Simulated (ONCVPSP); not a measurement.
**What the settings do to the ONCV potential of Au (Z = 79)**

Base potential:

Au, optimised norm-conserving Vanderbilt (ONCV), made with ONCVPSP 4.0.1 (LDA (Perdew-Zunger), scalar-relativistic). Core [Kr] 4d10 4f14, reference 5s2 5p6 5d9 (charge +2). Waves: 5s: rc 1.50 bohr, ncon 4, nbas 9, qcut 6.1 1/bohr, 3 projectors, debl 3.8 Ha; 5p: rc 1.25 bohr, ncon 5, nbas 10, qcut 6.7 1/bohr, 1 projector; 5d: rc 2.30 bohr, ncon 4, nbas 9, qcut 7 1/bohr, 2 projectors, debl 0.4 Ha. Local part: polynomial inside 0.90 bohr (lpopt 5, dvloc0 4 Ha). Core correction: none.

In the s channel the program set the typed energies aside and used -4.794, 0.050, 3.850 Ha. In the d channel the program set the typed energies aside and used -1.015, 0.250 Ha.

Cutoffs, loose and tight: the cutoffs (Ha) at which the residual kinetic energy of the hardest occupied pseudo-wave falls to 1 and 0.1 mHa per electron. They do not see the model core or the augmentation charge, which bear on the density cutoff. Test errors are all-electron minus pseudo excitation energies from the reference, over the configurations 5s2 5p6 5d10 6s1; 5s2 5p6 5d10; 5s2 5p6 5d8; 5s2 5p6 5d7. A dash means not determined; rows that change the core or the reference have their own tests.

A true bound ghost makes a file unfit for plane-wave use even where its test errors are small: the radial tests pick states by their node count and pass the ghost by.

```csv
change,outcome,"cutoff, loose","cutoff, tight",bound ghosts,GHOST(+) flags above zero,largest test error (meV)
base,"generated, projector energies reset by the program",179 Ha,216 Ha,none,s,+63
"all radii scaled by about 0.78 (s 1.18, p 0.98, d 1.80 bohr); local potential polynomial inside 0.70 bohr (lpopt 5, dvloc0 4 Ha)","generated, projector energies reset by the program",183 Ha,316 Ha,p,s,-26
"core [Kr] 4d10, valence charge 33; reference 4f14 5s2 5p6 5d10 6s0.75; waves now 5s+6s: rc 1.65 bohr, ncon 3, nbas 7, qcut 8.7 1/bohr, 3 projectors, debl 1.9 Ha; 5p: rc 1.45 bohr, ncon 5, nbas 10, qcut 9.1 1/bohr, 2 projectors, debl 2 Ha; 5d: rc 1.95 bohr, ncon 5, nbas 10, qcut 7.9 1/bohr, 2 projectors, debl 2.6 Ha; 4f: rc 0.90 bohr, ncon 3, nbas 8, qcut 18 1/bohr, 2 projectors, debl 3.8 Ha; local potential polynomial inside 0.90 bohr (lpopt 3, dvloc0 3 Ha)","generated, projector energies reset by the program",147 Ha,161 Ha,none,s,-6.6
"reference 5s2 5p6 5d10 6s0.5; wave 5s: rc 1.50 bohr, ncon 4, nbas 9, qcut 6.1 1/bohr, 3 projectors, debl 3.8 Ha becomes 5s+6s: rc 1.50 bohr, ncon 4, nbas 9, qcut 6.1 1/bohr, 3 projectors, debl 3.8 Ha","generated, projector energies reset by the program",179 Ha,216 Ha,none,s,+13
s: qcut 4.2,"generated, projector energies reset by the program",179 Ha,216 Ha,none,s,+63
p: rc 1.6,"generated, projector energies reset by the program",18 Ha,93 Ha,none,s,+68
```
